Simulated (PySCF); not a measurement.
# UHF on Ni⁺ (nickel, charge +1)

Configuration: [Ar] 3d8 4p1, one real determinant (an excited configuration). All numbers are calculated (PySCF 2.14, no relativity, point nucleus, in def2-TZVPPD).

| Property | Result |
| --- | --- |
| Total energy | -1506.405940 hartree |
| One-electron energy | -2082.4996 hartree |
| Hartree (Coulomb) energy | 637.6816 hartree |
| Exchange energy | -61.5880 hartree |
| Kinetic energy | 1506.29370 hartree |
| ⟨S²⟩ | 3.7521 |
| ⟨L²⟩ | 14.027 |
| Sum of ⟨r⟩ | 19.13 bohr |
| Sum of ⟨r²⟩ | 28.79 bohr² |
| Traceless quadrupole moment −½Σ⟨3z² − r²⟩ along its main axis | -5.31 e·bohr² |
| Density at the nucleus (Gaussians lack the cusp) | 14500 bohr⁻³ |
| Spin density at the nucleus | 0.152 bohr⁻³ |
| Langevin diamagnetic susceptibility | -22.8 ×10⁻⁶ cm³/mol |

```json
{"shell": "1s α", "electrons": "1", "mean orbital energy (hartree)": "-306.01104", "spread (hartree)": "0", "rms radius, mean of both spins (bohr)": "0.0635"}
{"shell": "1s β", "electrons": "1", "mean orbital energy (hartree)": "-306.00793", "spread (hartree)": "0", "rms radius, mean of both spins (bohr)": "0.0635"}
{"shell": "2s α", "electrons": "1", "mean orbital energy (hartree)": "-38.33743", "spread (hartree)": "0", "rms radius, mean of both spins (bohr)": "0.268"}
{"shell": "2s β", "electrons": "1", "mean orbital energy (hartree)": "-38.26118", "spread (hartree)": "0", "rms radius, mean of both spins (bohr)": "0.268"}
{"shell": "2p α", "electrons": "3", "mean orbital energy (hartree)": "-33.36449", "spread (hartree)": "0.00152", "rms radius, mean of both spins (bohr)": "0.239"}
{"shell": "2p β", "electrons": "3", "mean orbital energy (hartree)": "-33.28910", "spread (hartree)": "0.00239", "rms radius, mean of both spins (bohr)": "0.239"}
{"shell": "3s α", "electrons": "1", "mean orbital energy (hartree)": "-5.36886", "spread (hartree)": "0", "rms radius, mean of both spins (bohr)": "0.805"}
{"shell": "3s β", "electrons": "1", "mean orbital energy (hartree)": "-5.16966", "spread (hartree)": "0", "rms radius, mean of both spins (bohr)": "0.805"}
{"shell": "3p α", "electrons": "3", "mean orbital energy (hartree)": "-3.78857", "spread (hartree)": "0.00029", "rms radius, mean of both spins (bohr)": "0.852"}
{"shell": "3p β", "electrons": "3", "mean orbital energy (hartree)": "-3.54799", "spread (hartree)": "0.00962", "rms radius, mean of both spins (bohr)": "0.852"}
{"shell": "3d α", "electrons": "5", "mean orbital energy (hartree)": "-1.13416", "spread (hartree)": "0.06197", "rms radius, mean of both spins (bohr)": "1.08"}
{"shell": "3d β", "electrons": "3", "mean orbital energy (hartree)": "-1.03807", "spread (hartree)": "0.00730", "rms radius, mean of both spins (bohr)": "1.08"}
{"shell": "4p α", "electrons": "1", "mean orbital energy (hartree)": "-0.40074", "spread (hartree)": "0", "rms radius, mean of both spins (bohr)": "3.64"}
```

⟨L²⟩ = 14.03 against 20 for a pure G term, so this real determinant mixes terms.

Spin-orbit constants ζ (cm⁻¹) from the X2C one-electron operator on these orbitals (non-relativistic here): bare nucleus, nucleus screened by l(l+1)(2l+1)/3 electrons, and screened by the Breit-Pauli mean field of the electrons.

```json
{"shell": "2p", "bare": "93790", "screened nucleus": "87090", "mean field": "83930"}
{"shell": "3p", "bare": "11620", "screened nucleus": "10790", "mean field": "10320"}
{"shell": "3d", "bare": "1167", "screened nucleus": "750.4", "mean field": "680.6"}
{"shell": "4p", "bare": "410.0", "screened nucleus": "380.7", "mean field": "360.1"}
```

To first order the Landé constant is A = -140.1 cm⁻¹, so the lowest level has J = 11/2 and lies 0.104 eV below the centre of the term. This holds in LS coupling only.
